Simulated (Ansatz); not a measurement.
Reaction (ligand exchange at the Al–O bond): `C[O][Al]([NH2])[Cl]` + H₂S → `[NH2][Al]([SH])[Cl]` + CH₃OH

Gas-phase electronic energies from Ansatz, PBE0-D4/def2-TZVP geometries. CCSD(T)/CBS is the MP2 limit (def2-TZVPP, def2-QZVPP) plus CCSD(T) − MP2 in def2-TZVPP, frozen cores. This one scheme is used for every species. DFT in def2-TZVPP. B3LYP here is the variant with VWN-RPA as its local correlation; programs differ in this. HSE06 is defined as in plane-wave codes. Each species was taken in one conformer, which may not be the lowest.

| level | ΔE (kJ/mol) | difference from CCSD(T)/CBS |
| --- | --- | --- |
| PBE-D4 | 14.2 | -7.1 |
| B3LYP-D4 | 27.1 | 5.8 |
| r2SCANh-D4 | 20.8 | -0.5 |
| HSE06-D4 | 14.0 | -7.3 |
| ωB97M-V | 23.3 | 2.0 |
| PBE0 | 14.2 | -7.1 |
| B3LYP | 27.0 | 5.7 |
| CCSD/def2-TZVPP | 26.5 | 5.2 |
| HF/def2-QZVPP | 31.0 | 9.7 |
| SCS-MP2/def2-QZVPP | 25.6 | 4.3 |
| CCSD(T)/CBS | 21.3 | 0 |

Largest T1 diagnostic among the species: 0.010.

At CCSD(T), def2-SVP lies +10.1 kJ/mol from the extrapolated value and def2-TZVPP +3.3 kJ/mol. In def2-TZVPP, CCSD(T) changes the Hartree–Fock value by −4.8 kJ/mol (the triples alone add −1.9 kJ/mol) and MP2 by −6.0 kJ/mol.
